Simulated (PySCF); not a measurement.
# K⁵⁺: ionisation energy

K⁵⁺ [Ne] 3s2 3p2 [3p1/2^2, M_J = 0] → K⁶⁺ [Ne] 3s2 3p1 [3p1/2^1, M_J = 1/2], as a difference of total energies. Calculation: PySCF 2.14, in an uncontracted even-tempered set (20 s from 0.2 bohr⁻², ratio 2.4; 14 p from 0.26 bohr⁻², ratio 2.4; 5 d from 1.7 bohr⁻², ratio 2.6; 5 f from 2.5 bohr⁻², ratio 2.6); the two-component X2C-1e Hamiltonian. Correlated levels: 1s2 frozen; the 52 highest virtual spinors dropped. "Screened" scales the spin-orbit matrix elements by Boettger's factors to mimic the two-electron term; Breit and QED terms are absent.

```json
{"method": "GHF (spin-free)", "ionisation energy (eV)": "98.464"}
{"method": "GMP2 (spin-free)", "ionisation energy (eV)": "99.121"}
{"method": "GHF (screened spin-orbit)", "ionisation energy (eV)": "98.351"}
{"method": "GMP2 (screened spin-orbit)", "ionisation energy (eV)": "99.002"}
```

Task: How much does correlation contribute at GMP2 (screened spin-orbit)?

Result: 99.002 − (98.351) = 0.651 eV, measured against GHF (screened spin-orbit).

The labels give the starting determinants; with spin-orbit coupling the two ends relaxed to ⟨J²⟩ = 1.80, ⟨L²⟩ = 2.00, ⟨S²⟩ = 2.00 and ⟨J²⟩ = 0.83, ⟨L²⟩ = 2.02, ⟨S²⟩ = 0.76.

The determinant of K⁵⁺ mixes levels of different J (the jj label is only the starting occupation), so the difference between spin-free and spin-orbit rows is not the physical spin-orbit shift.

For comparison: 99.44 ± 0.2 eV (semi-empirical (NIST evaluation); NIST Atomic Spectra Database, ionization energies).
